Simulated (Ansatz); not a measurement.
Isolated molecules relaxed with PBE0-D4/def2-TZVP in Ansatz; ΔE leaves out vibrations. CBS: MP2 limit from def2 TZ/QZ plus the TZ coupled-cluster correction, frozen cores. This one scheme is used for every species, atoms too. Functionals use def2-TZVPP. No spin–orbit coupling; open shells (•) take unrestricted orbitals. Spin–orbit coupling would lower the free atoms: a little for B, C.

Reaction (atomization): `BC(C)(C)C` → B• + 4 C• + 11 H•

`BC(C)(C)C`:

Z-matrix (Å, degrees):
```
C
C 1 1.551
C 1 1.525 2 109.0
B 1 1.555 2 97.5 3 -119.5
C 1 1.525 2 109.0 3 120.9
H 2 1.094 1 112.4 3 57.9
H 2 1.096 1 108.5 3 -60.7
H 2 1.094 1 112.4 3 -179.3
H 3 1.094 1 111.2 2 -178.9
H 3 1.093 1 111.5 2 -58.7
H 3 1.096 1 110.9 2 61.6
H 4 1.199 1 120.4 2 86.7
H 4 1.199 1 120.4 2 -86.9
H 5 1.093 1 111.2 2 178.8
H 5 1.096 1 110.9 2 -61.7
H 5 1.093 1 111.4 2 58.6
```

```csv
species,r2SCAN energy (Eh)
`BC(C)(C)C`,-183.81506
B•,-24.63675
C•,-37.83292
H•,-0.49993
```

Task: Work out ΔE.

Result: ΔE = 11 × (-0.49993) + 4 × (-37.83292) + (-24.63675) − (-183.81506) = 2.34740 Eh = +63.88 eV. CCSD(T)/CBS gives +63.67 eV.

Task: What do rigid-rotor, harmonic-oscillator terms from PBE0-D4/def2-TZVP frequencies (298.15 K, 1 bar) make of the CCSD(T)/CBS value? (Estimate.)

Result: The calculation gave: ΔZPE = -3.84 eV, ΔH = +60.63 eV, ΔS = 1713 J/(mol·K), ΔG = +55.34 eV. Open shells count their whole term as degenerate.

Largest T1 diagnostic among the species: 0.014.

From PBE to PBE0 (25 % exact exchange), in def2-TZVPP and without D4, ΔE moves by −0.46 eV: exact exchange takes away binding that semilocal exchange gives to molecules. Leaving LDA and LC-ωPBE aside and taking each functional with its dispersion term where it has one, the values, not all of them listed here, spread over 1.90 eV, from BHLYP-D4 to PBE-D4. LDA lies +7.38 eV from PBE without D4, its usual overbinding.

For atomizations the MP2-based limit and the directly extrapolated one differ by several kJ/mol either way, and by 10 to 25 for some Ge, Se and Sn compounds, so smaller differences from it don't rank the levels.
